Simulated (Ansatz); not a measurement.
Compare A (`CC[Si]CC`) with its isomer B (`C[SiH]1CCC1`).

Isolated molecules relaxed with PBE0-D4/def2-TZVP in Ansatz; ΔE leaves out vibrations. CCSD(T)/CBS is the MP2 limit (def2-TZVPP, def2-QZVPP) plus CCSD(T) − MP2 in def2-TZVPP, frozen cores. DFT in def2-TZVPP. B3LYP here is the variant with VWN-RPA as its local correlation; programs differ in this. Each species was taken in one conformer, which may not be the lowest.

A:

Z-matrix (Å, degrees):
```
C
C 1 1.537
H 1 1.093 2 111.7
H 1 1.096 2 112.0 3 120.3
H 1 1.093 2 111.4 3 -120.2
Si 2 1.904 1 105.9 3 -68.8
H 2 1.093 1 109.5 3 172.7
H 2 1.094 1 110.1 3 54.6
C 6 1.906 2 101.1 1 76.3
C 9 1.522 6 122.1 2 27.5
H 9 1.106 6 101.1 2 -95.2
H 9 1.096 6 107.2 2 157.1
H 10 1.093 9 111.4 6 61.5
H 10 1.094 9 111.8 6 -178.6
H 10 1.092 9 111.8 6 -58.3
```

B:

Z-matrix (Å, degrees):
```
Si
C 1 1.885
C 1 2.361 2 41.0
C 1 1.868 2 121.4 3 -139.4
C 1 1.885 2 78.8 3 -19.4
H 1 1.493 2 111.5 3 89.5
H 2 1.094 1 111.0 3 110.7
H 2 1.089 1 122.3 3 -118.9
H 3 1.094 1 103.0 2 104.8
H 3 1.094 1 149.7 2 -75.2
H 4 1.093 1 110.8 2 168.3
H 4 1.093 1 110.7 2 -72.2
H 4 1.093 1 111.1 2 48.0
H 5 1.094 1 111.0 2 -91.4
H 5 1.089 1 122.3 2 138.3
```

Q: Which is lower in electronic energy at CCSD(T)/CBS, and by how much? (An estimate is asked.)

A: The calculation gave: B, by 32.9 kcal/mol.

Q: Give E(B) − E(A) in kcal/mol with MP2/def2-TZVPP, CCSD(T)/def2-TZVPP, HF/def2-TZVPP, ωB97M-V, CCSD/def2-TZVPP, PBE-D4, B3LYP-D4. (Best estimate.)

A: Ansatz gave: MP2/def2-TZVPP -36.1, CCSD(T)/def2-TZVPP -32.3, HF/def2-TZVPP -32.6, ωB97M-V -32.9, CCSD/def2-TZVPP -32.2, PBE-D4 -32.7, B3LYP-D4 -30.6. None reverses the order clearly.

Largest T1 diagnostic: 0.011.

From PBE to PBE0 (25 % exact exchange), in def2-TZVPP and without D4, E(B) − E(A) moves by −2.2 kcal/mol.
